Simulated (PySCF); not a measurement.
Ionising SnCl

r²SCAN; basis Sn def2-TZVPPD with ECP28, Cl def2-TZVPPD; scalar-relativistic core potentials; PySCF 2.14. Neutral (UKS): doublet (π ↑), Re = 2.372 Å, ωe = 347 cm⁻¹, De = 4.05 eV, HOMO -4.33 eV, LUMO -3.81 eV.

SnCl⁺ (UKS): singlet (closed shell), Re = 2.264 Å, ωe = 427 cm⁻¹, De = 4.37 eV to Sn⁺ + Cl. The energies at the minima are -674.59681 hartree for SnCl and -674.33660 for SnCl⁺.

Task: Work out the adiabatic ionisation energy, without and with harmonic zero-point energies (1 hartree = 27.2114 eV, 1 eV = 8065.5 cm⁻¹), and the change of the bond length.

Result: At r²SCAN: 0.26021 hartree = 7.081 eV between the minima; the zero-point term (427.0 − 347.0)/2 cm⁻¹ = +0.005 eV makes it 7.086 eV. Re changes by -10.8 pm against the neutral. The electron leaves a π orbital, and the shorter bond of the ion fits an antibonding orbital, or a change in how ionic the bond is.

SnCl⁻ (UKS): triplet (π ↑↑), Re = 2.535 Å, ωe = 250 cm⁻¹, De = 1.95 eV to Sn + Cl⁻. The energies at the minima are -674.59681 hartree for SnCl and -674.65296 for SnCl⁻.

Task: Work out the adiabatic electron affinity, without and with harmonic zero-point energies (1 hartree = 27.2114 eV, 1 eV = 8065.5 cm⁻¹), and the change of the bond length.

Result: At r²SCAN: 0.05615 hartree = 1.528 eV between the minima; the zero-point term (347.0 − 250.0)/2 cm⁻¹ = +0.006 eV makes it 1.534 eV. Re changes by +16.3 pm against the neutral. The electron enters a π orbital, and the longer bond of the ion fits an antibonding orbital, or a change in how ionic the bond is.

Spin–orbit coupling is left out, which matters for elements this heavy, above all for dissociation energies. For an ion De counts to the pair picked by the measured ionisation energies or electron affinities, which need not be the lowest pair at this level. The highest Kohn–Sham level is positive in this anion. Much of that is self-interaction error, but it also means that the finite basis helps to hold the extra electron. States were picked by a PBE0 search and need not be the measured ground states.
